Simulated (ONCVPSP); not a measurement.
## Which change was made? (Sn, ONCV)

```json
{
  "Element": "Sn (Z = 50)",
  "Generator": "ONCVPSP 4.0.1",
  "Type": "optimised norm-conserving Vanderbilt (ONCV)",
  "Functional": "PBE",
  "Relativity": "non-relativistic",
  "Frozen core": "[Kr] 4d10",
  "Valence charge": "4",
  "Reference configuration": "5s2 5p2",
  "Partial waves": "5s: rc 2.00 bohr, ncon 4, nbas 9, qcut 3 1/bohr, 3 projectors, debl 2.1 Ha; 5p: rc 2.85 bohr, ncon 4, nbas 9, qcut 3.1 1/bohr, 2 projectors, debl 2.6 Ha; d scattering state at 0.44 Ha: rc 2.95 bohr, ncon 4, nbas 8, qcut 2.8 1/bohr, 1 projector",
  "Local potential": "polynomial inside 1.55 bohr (lpopt 5, dvloc0 0 Ha)",
  "Core correction": "Teter function fitted to the true core (icmod 2), fcfact 0.4"
}
```

Cutoffs, loose and tight: the cutoffs (Ha) at which the residual kinetic energy of the hardest occupied pseudo-wave falls to 1 and 0.1 mHa per electron. They do not see the model core or the augmentation charge, which bear on the density cutoff. Test errors are all-electron minus pseudo excitation energies from the reference, over the configurations 5s2 5p1; 5s2 5p0; 5s1 5p0; 5s2 5p1.5; variants that change the core or the reference have their own tests.

The base gives: outcome: generated; cutoff, loose: 8.7 Ha; cutoff, tight: 46 Ha; bound ghosts: none; GHOST(+) flags above zero: s, p; largest test error (meV): -238.

Q: After one change the result is: outcome: generated; cutoff, loose: 12 Ha; cutoff, tight: 52 Ha; bound ghosts: none; GHOST(+) flags above zero: s, p3/2, p1/2; largest test error (meV): -324. Which change was it?
A. core [Kr], valence charge 14; reference 4d10 5s2 5p1; waves now 5s: rc 1.55 bohr, ncon 3, nbas 7, qcut 3.3 1/bohr, 1 projector; 5p: rc 2.10 bohr, ncon 4, nbas 8, qcut 4.3 1/bohr, 1 projector; 4d: rc 1.50 bohr, ncon 5, nbas 10, qcut 11.2 1/bohr, 3 projectors, debl 3.9 Ha; f scattering state at 0.03 Ha: rc 2.20 bohr, ncon 3, nbas 6, qcut 4.7 1/bohr, 3 projectors, debl 3.7 Ha; local potential polynomial inside 1.00 bohr (lpopt 1, dvloc0 0 Ha)
B. s: rc 2.68
C. fully relativistic
D. all radii but the core radius scaled by about 1.25 (s 2.50, p 3.56, d 3.68 bohr); local potential polynomial inside 1.94 bohr (lpopt 5, dvloc0 0 Ha)

A: C. The others give: s: rc 2.68 → outcome: generated; cutoff, loose: 4.0 Ha; cutoff, tight: 15 Ha; bound ghosts: none; GHOST(+) flags above zero: s, p; largest test error (meV): -266 | core [Kr], valence charge 14; reference 4d10 5s2 5p1; waves now 5s: rc 1.55 bohr, ncon 3, nbas 7, qcut 3.3 1/bohr, 1 projector; 5p: rc 2.10 bohr, ncon 4, nbas 8, qcut 4.3 1/bohr, 1 projector; 4d: rc 1.50 bohr, ncon 5, nbas 10, qcut 11.2 1/bohr, 3 projectors, debl 3.9 Ha; f scattering state at 0.03 Ha: rc 2.20 bohr, ncon 3, nbas 6, qcut 4.7 1/bohr, 3 projectors, debl 3.7 Ha; local potential polynomial inside 1.00 bohr (lpopt 1, dvloc0 0 Ha) → outcome: generated; cutoff, loose: 63 Ha; cutoff, tight: 75 Ha; bound ghosts: s, p; GHOST(+) flags above zero: f; largest test error (meV): -13 | all radii but the core radius scaled by about 1.25 (s 2.50, p 3.56, d 3.68 bohr); local potential polynomial inside 1.94 bohr (lpopt 5, dvloc0 0 Ha) → outcome: generated; cutoff, loose: 4.4 Ha; cutoff, tight: 28 Ha; bound ghosts: none; GHOST(+) flags above zero: s, p; largest test error (meV): -348.
